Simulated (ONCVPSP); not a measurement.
tin (Sn): ONCV pseudisation with PBE, fully relativistic reference atom.

The input file (ONCVPSP 4.0.1):

```
# ATOM AND REFERENCE CONFIGURATION
# atsym  z   nc   nv     iexc    psfile
  Sn 50.00    7    4        4      upf
#
#   n    l    f
    1    0    2.00
    2    0    2.00
    2    1    6.00
    3    0    2.00
    3    1    6.00
    3    2   10.00
    4    0    2.00
    4    1    6.00
    4    2   10.00
    5    0    2.00
    5    1    2.00
#
# PSEUDOPOTENTIAL AND OPTIMIZATION
# lmax
    2
#
#   l,   rc,      ep,       ncon, nbas, qcut
    0    0.95    0.00    3    8    7.90
    1    1.75    0.00    5    8    7.20
    2    0.95    0.00    5    9   11.70
#
# LOCAL POTENTIAL
# lloc, lpopt,  rc(5),   dvloc0
    4    1    0.60    3.00
#
# VANDERBILT-KLEINMAN-BYLANDER PROJECTORs
# l, nproj, debl
    0    2    1.00
    1    2    0.80
    2    1    3.20
#
# MODEL CORE CHARGE
# icmod, fcfact, rcfact
    1    0.40    0.00
#
# LOG DERIVATIVE ANALYSIS
# epsh1, epsh2, depsh
   -5.00    5.00    0.04
#
# OUTPUT GRID
# rlmax, drl
    6.00    0.01
#
# TEST CONFIGURATIONS
# ncnf
    4
# nvcnf
#   n    l    f
    4
    4    1    6.00
    4    2   10.00
    5    0    2.00
    5    1    1.00
#
    4
    4    1    6.00
    4    2   10.00
    5    0    2.00
    5    1    0.00
#
    4
    4    1    6.00
    4    2   10.00
    5    0    1.00
    5    1    0.00
#
    4
    4    1    6.00
    4    2   10.00
    5    0    0.00
    5    1    0.00
#
```

Command:

```bash
oncvpspr.x < Sn.dat > Sn.out
```

The program printed (shortened: citation, most of the input echo, consistency checks and plot data are left out):

```
ONCVPSP  (Optimized Norm-Conservinng Vanderbilt PSeudopotential)
relativistic version 4.0.1

#   n    l    f        energy (Ha)
    1    0    2.00    -1.0655522D+03
    2    0    2.00    -1.6081147D+02
    2    1    6.00    -1.4173040D+02    -1.5020618D+02
    3    0    2.00    -3.1033947D+01
    3    1    6.00    -2.5179414D+01    -2.6727132D+01
    3    2   10.00    -1.7251231D+01    -1.7570684D+01
    4    0    2.00    -4.9179469D+00
    4    1    6.00    -3.2084411D+00    -3.4865520D+00
    4    2   10.00    -9.3353190D-01    -9.7179204D-01
    5    0    2.00    -3.8738232D-01
    5    1    2.00    -1.3070758D-01    -1.4702796D-01

Reference configufation results
  iterations    25
  all-electron total energy (Ha)   -6.17900165D+03

Begin loop to  construct optimized pseudo wave functions
and semi-local pseudopoentials for all angular momenta

   Wellstate for l =  0  n =  6 kap= -1
     eigenvalue =   0.6126
     asymptotic potential =   1.1126
     half-point radius =  4.2439

Calculating optimized projector #   1

 for l=   0

    Fraction of norm inside rc  0.044481
    Optimizing pswf for qcut=   7.89 a_B^-1,  ecut=  31.15 Ha
    Residual kinetic energy error=  1.81D-01 Ha
 ERROR pspot:  first pseudo wave function has node,          program will stop
 ERROR pspot: try changing psp parameters for this l
```

The run stopped because the optimised pseudo-wave of the first projector has a node, so the radial equation cannot be inverted for a potential.

The run took about 1 s on one core of a shared server CPU.
